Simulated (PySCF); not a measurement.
# Sc (scandium, neutral): UHF calculation

Configuration: [Ar] 3d3, high-spin 4F determinant (an excited configuration). Calculation: PySCF 2.14, in aug-cc-pVDZ-DK (7s6p4d2f, 59 functions); scalar relativity by spin-free X2C-1e.

| Quantity | Value |
| --- | --- |
| Total energy | -763.111402 hartree |
| One-electron energy | -1048.4235 hartree |
| Hartree (Coulomb) energy | 323.8141 hartree |
| Exchange energy | -38.5020 hartree |
| ⟨S²⟩ | 3.7523 |
| ⟨L²⟩ | 12.021 |
| Sum of ⟨r⟩ | 20.02 bohr |
| Sum of ⟨r²⟩ | 44.61 bohr² |
| Langevin diamagnetic susceptibility | -35.3 ×10⁻⁶ cm³/mol |

```csv
shell,electrons,mean orbital energy (eV),"rms radius, mean of both spins (bohr)"
1s β,1,-4534.5,0.0844
1s α,1,-4534.4,0.0844
2s α,1,-518.60,0.370
2s β,1,-518.14,0.370
2p α,3,-421.45,0.340
2p β,3,-420.97,0.340
3s α,1,-66.254,1.17
3s β,1,-63.743,1.17
3p α,3,-39.641,1.30
3p β,3,-36.284,1.30
3d α,3,-3.626,3.21
```

Densities and radii are taken from the X2C orbitals without a picture-change correction, which distorts them close to the nucleus.

Spin-orbit constants ζ (cm⁻¹) from the X2C one-electron operator on these orbitals: bare nucleus, nucleus screened by l(l+1)(2l+1)/3 electrons, and screened by the Breit-Pauli mean field of the electrons.

| shell | bare | screened nucleus | mean field |
| --- | --- | --- | --- |
| 2p | 26910 | 24340 | 23180 |
| 3p | 2688 | 2432 | 2296 |
| 3d | 91.56 | 47.96 | 37.75 |

To first order the Landé constant is A = 12.58 cm⁻¹, so the lowest level has J = 3/2 and lies 0.00936 eV below the centre of the term. This holds in LS coupling only.
